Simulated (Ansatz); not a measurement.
```yaml
crystal:
  periodic: [false, false, false]
  atoms:
    - {symbol: C, position_ang: [-0.682252, -1.244973, 0.128722]}
    - {symbol: Si, position_ang: [0.157165, 0.375362, -0.106413]}
    - {symbol: O, position_ang: [1.088589, 0.829849, 1.159104]}
    - {symbol: O, position_ang: [1.079703, 0.256399, -1.441453]}
    - {symbol: Br, position_ang: [-1.299870, -0.913086, 0.991388]}
    - {symbol: H, position_ang: [-1.349870, -1.213086, 0.991388]}
    - {symbol: H, position_ang: [0.065750, -2.024303, 0.294363]}
    - {symbol: H, position_ang: [-1.267341, -1.505792, -0.754837]}
    - {symbol: H, position_ang: [0.731010, 1.487185, 1.757318]}
    - {symbol: H, position_ang: [1.642233, 0.999919, -1.665491]}
basis:
  gaussian: {orbitals: cc-pVTZ}
hamiltonian: {xc: {name: B2GP-PLYP}}
```

```sh
$ ansatz run in.yaml --threads 2 --pin off --events-out ev --progress --plain --max-ram 22528MiB --backend cpu
```

Output, abridged:

```
Functional definition: B2GP-PLYP
1389 factors; integrals over basis functions are off by at most 9.7e-4 eV
mean field evaluation 1: about -82760.5940 eV, gradient 8.2e1 eV
mean field evaluation 2: about -82760.6003 eV, gradient 8.2e1 eV
mean field evaluation 4: about -82771.2253 eV, gradient 5.2e0 eV
mean field evaluation 8: about -82771.3064 eV, gradient 7.3e-1 eV
mean field evaluation 16: about -82771.3096 eV, gradient 1.5e-3 eV
a density is far from that of the atoms, so the factors are made again for it
1432 factors; integrals over basis functions are off by at most 7.7e-4 eV
mean field -82771.30999035 eV, -3041.7895377365 hartree, gradient 4.2e-6 eV, S^2 0.000000; 1 other end points of the search recorded, 0 dependent functions left out
17 core orbitals not correlated, not the lowest: weight in the atoms' cores, before any rotation towards them, 0.977 or more for the frozen orbitals, at most 0.030 for the correlated occupied ones
reference -82771.31010742 eV, -3041.7895420387 hartree; 21, 21 occupied and 199, 199 virtual orbitals, 1432 factors
second order -33.78303720 eV of doubles, -0.00000000 eV of singles
Total energy: -82783.47200081 eV, -3042.2364833773 hartree
```

Q: What is wrong with this run?

A: One atom was put on top of another. Self-consistency was reached. The result belongs to that input, not to the molecule as meant.
